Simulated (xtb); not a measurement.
HO (SMILES [OH-]), charge -1, singlet, geometry from GFN2-xTB; GFN2-xTB (xtb).

xtb was given this input:
```
$ xtb mol.xyz --gfn 2 --chrg -1 --acc 0.0001 --json

# file mol.xyz
2

O     -0.00000000    -0.00000000    -0.10875384
H      0.00000000     0.00000000     0.87003075
```

The log (banner, timings and long lists left out):

```
   ID    Z sym.   atoms
    1    8 O      1
    2    1 H      2

           -------------------------------------------------
          |                Calculation Setup                |
           -------------------------------------------------

           -------------------------------------------------
          |                 G F N 2 - x T B                 |
           -------------------------------------------------

          ...................................................
          :                      SETUP                      :
          :.................................................:
          :  # basis functions                   5          :
          :  # atomic orbitals                   5          :
          :  # shells                            3          :
          :  # electrons                         8          :
          :  max. iterations                   250          :
          :  Hamiltonian                  GFN2-xTB          :
          :  restarted?                      false          :
          :  GBSA solvation                  false          :
          :  PC potential                    false          :
          :  electronic temp.          300.0000000     K    :
          :  accuracy                    0.0001000          :
          :  -> integral cutoff          0.6500000E+02      :
          :  -> integral neglect         0.1000000E-11      :
          :  -> SCF convergence          0.1000000E-09 Eh   :
          :  -> wf. convergence          0.1000000E-07 e    :
          :  Broyden damping             0.4000000          :
          :  net charge                         -1          :
          :  unpaired electrons                  0          :
          ...................................................

 iter      E             dE          RMSdq      gap      omega  full diag
   1     -4.6944784 -0.469448E+01  0.558E+00   13.53       0.0  T
   2     -4.6953156 -0.837182E-03  0.337E+00   13.32       1.0  T
   3     -4.6956375 -0.321890E-03  0.451E-01   13.12       1.0  T
   4     -4.6956839 -0.464062E-04  0.113E-01   13.23       1.0  T
   5     -4.6956843 -0.429220E-06  0.828E-02   13.20       1.0  T
   6     -4.6956859 -0.151258E-05  0.648E-04   13.21     109.1  T
   7     -4.6956859 -0.985860E-10  0.973E-05   13.21     726.7  T
   8     -4.6956859 -0.982325E-12  0.542E-06   13.21   13047.3  T
   9     -4.6956859 -0.444089E-14  0.156E-08   13.21  100000.0  T
[...]
         :: total energy              -4.681670194312 Eh    ::
[...]

    * Orbital Energies and Occupations

         #    Occupation            Energy/Eh            Energy/eV
      -------------------------------------------------------------
         1        2.0000           -0.2718029              -7.3961
         2        2.0000           -0.1365625              -3.7161
         3        2.0000           -0.0114896              -0.3126
         4        2.0000           -0.0114896              -0.3126 (HOMO)
         5                          0.4741114              12.9012 (LUMO)
      -------------------------------------------------------------
                  HL-Gap            0.4856010 Eh           13.2139 eV
             Fermi-level            0.2313109 Eh            6.2943 eV

     #   Z          covCN         q      C6AA      α(0)
     1   8 O        0.803    -1.026    39.390     8.413
     2   1 H        0.803     0.026     2.694     2.578

 Mol. C6AA /au·bohr⁶  :         62.287659
 Mol. C8AA /au·bohr⁸  :       1143.034973
 Mol. α(0) /au        :         10.991299

Wiberg/Mayer (AO) data.
largest (>0.10) Wiberg bond orders for each atom

 ---------------------------------------------------------------------------
     #   Z sym  total        # sym  WBO       # sym  WBO       # sym  WBO
 ---------------------------------------------------------------------------
     1   8 O    0.999 --     2 H    0.999
     2   1 H    0.999 --     1 O    0.999
 ---------------------------------------------------------------------------

Topologies differ in total number of bonds
Writing topology from bond orders to xtbtopo.mol

molecular dipole:
                 x           y           z       tot (Debye)
 q only:        0.000       0.000       0.253
   full:       -0.000      -0.000       0.496       1.262
molecular quadrupole (traceless):
                xx          xy          yy          xz          yz          zz
 q only:       -0.013       0.000      -0.013       0.000       0.000       0.027
  q+dip:       -0.055       0.000      -0.055       0.000       0.000       0.110
   full:       -0.283       0.000      -0.283       0.000       0.000       0.566

           -------------------------------------------------
          | TOTAL ENERGY               -4.681670194312 Eh   |
          | GRADIENT NORM               0.000000973030 Eh/α |
          | HOMO-LUMO GAP              13.213876832816 eV   |
           -------------------------------------------------

normal termination of xtb
```
